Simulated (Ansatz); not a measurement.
Job for Ansatz (an electronic-structure program): R-CCSD(T)/aug-cc-pVTZ on HF (SMILES F).

Ansatz 0.2 input:
```yaml
crystal:
  periodic: [false, false, false]
  atoms:
    - {symbol: F, position_ang: [-0.04811267, -0.99302390, -0.13729845]}
    - {symbol: H, position_ang: [0.03747627, -0.48044510, 0.64394619]}
basis:
  gaussian:
    orbitals: aug-cc-pVTZ
magnetization: {spin_polarized: false}
correlation: {method: ccsd_t, electrons: outside_noble_gas}
scf: {lower_state_search: off}
```

The head of its log:

```
WARN ansatz: RAYON_NUM_THREADS=1 ignored (pool sized by the plan → 1); use --threads N
Functional definition: HF
these checks for a lower state are left out or cut short: stability, starts, cluster_reference, orbital_swaps, neighbouring_geometries, increment
integrals: 0.04 GiB planned
415 factors; integrals over basis functions are off by at most 1.6e-3 eV
mean field: 0.07 GiB planned
mean field evaluation 1: about -2721.7784 eV, gradient 2.5e1 eV
mean field evaluation 2: about -2721.7784 eV, gradient 2.5e1 eV
mean field evaluation 4: about -2722.7569 eV, gradient 1.2e0 eV
mean field evaluation 8: about -2722.7620 eV, gradient 6.0e-5 eV
mean field -2722.76202554 eV, -100.0596588842 hartree, gradient 2.2e-6 eV, S^2 0.000000; 0 other end points of the search recorded, 0 dependent functions left out
1 core orbitals not correlated
reference -2722.76202554 eV, -100.0596588842 hartree; 4, 4 occupied and 64, 64 virtual orbitals, 415 factors
```

Task: What total energy does the run end on?

Result: -100.3493 hartree (reference determinant -100.0597, T1 diagnostic 0.010).
